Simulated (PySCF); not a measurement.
Excitations are Tamm–Dancoff values on a coarser integration grid.

H3ClSi, SMILES `[SiH3]Cl` (charge 0, multiplicity 1)

Calculation: PySCF with r2SCAN-D4/def2-TZVPD.

| Item | Value |
|---|---|
| HOMO | -8.04 eV |
| dipole moment | 1.25 D |
| LUMO | -0.67 eV |
| HOMO–LUMO gap | 7.37 eV |
| S1 excitation (TDA) | 7.38 eV |
| S1 oscillator strength | 0.010 |
| T1 excitation (TDA) | 6.92 eV |
| S1–T1 gap (TDA) | 0.47 eV |
| total energy | -20449.29 eV |
| cost | about 2.7 core-minutes (a rough figure) |

Bond lengths (Å): Si1–Cl2 2.057, Si1–H3 1.479, Si1–H4 1.479, Si1–H5 1.479. Angles (°): Cl2–Si1–H3 108.6, Cl2–Si1–H4 108.6, Cl2–Si1–H5 108.6, H3–Si1–H4 110.4, H3–Si1–H5 110.4, H4–Si1–H5 110.4.
